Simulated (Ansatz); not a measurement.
C3H6IN can be A, `C=C(N)CI`, or B, `C=C(I)NC`.

Computed with Ansatz on PBE0-D4/def2-TZVP structures; ΔE is electronic, products minus reactants. CCSD(T)/CBS adds triple-zeta CCSD(T) − MP2 to the extrapolated MP2 energy (def2 sets, frozen cores). Functionals use def2-TZVPP. B3LYP here is the variant with VWN-RPA as its local correlation; programs differ in this. def2 core potentials past Kr. For I outer-core shells are correlated without core-valence functions, which leaves a few kJ/mol of doubt a bond. One conformer a species, not always the lowest.

(1) Which isomer does CCSD(T)/CBS put lower? Give the gap. (Estimate.)

(2) Give E(B) − E(A) in kJ/mol with HF/def2-TZVPP, CCSD/def2-TZVPP, B3LYP-D4, CCSD(T)/def2-TZVPP, B2PLYP, ωB97M-V, B3LYP. (Best estimate.)

Largest T1 diagnostic: 0.010.

Results:

(1) Ansatz gave: A, by 46.4 kJ/mol.

(2) Computed: HF/def2-TZVPP 50.3, CCSD/def2-TZVPP 45.8, B3LYP-D4 43.9, CCSD(T)/def2-TZVPP 44.9, B2PLYP 43.4, ωB97M-V 44.0, B3LYP 43.6. None reverses the order clearly.

In def2-TZVPP, CCSD(T) changes the Hartree–Fock value by −5.4 kJ/mol (the triples alone add −0.9 kJ/mol) and MP2 by −7.5 kJ/mol.
